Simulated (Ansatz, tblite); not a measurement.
Cost and result up the ladder for GaH3 (4 atoms). Total charge 0; singlet. Geometry: r2SCAN-D4/def2-TZVP.

```xyz
4

Ga   -0.001    0.000   -0.001
H    -0.375   -1.463    0.400
H     0.935    0.259   -1.225
H    -0.558    1.203    0.825
```

Ansatz on 4 threads of Arm Neoverse V2 on a shared host; xTB runs through tblite on one thread. Times are rough, summed over both states, and most runs start from the orbitals of an earlier one. PBE0-D4/def2-TZVP serves as the yardstick here, not as an exact answer. The other state is a triplet.

The xTB rows come from tblite.

Run but left out: PBE-D4/def2-TZVP (triplet: an occupied level 0.19 eV above an empty one).

xTB has no spin-polarisation term.

```csv
level,functions,wall time,vertical triplet (eV),difference from PBE0-D4/def2-TZVP (eV)
GFN2-xTB,12,0.002 s,5.79,0.98
GFN1-xTB,15,0.003 s,7.44,2.64
PBE0-D4/def2-TZVP,66,1.4 s,4.81,0.00
r2SCAN-D4/def2-TZVP,66,2.6 s,4.60,-0.20
```
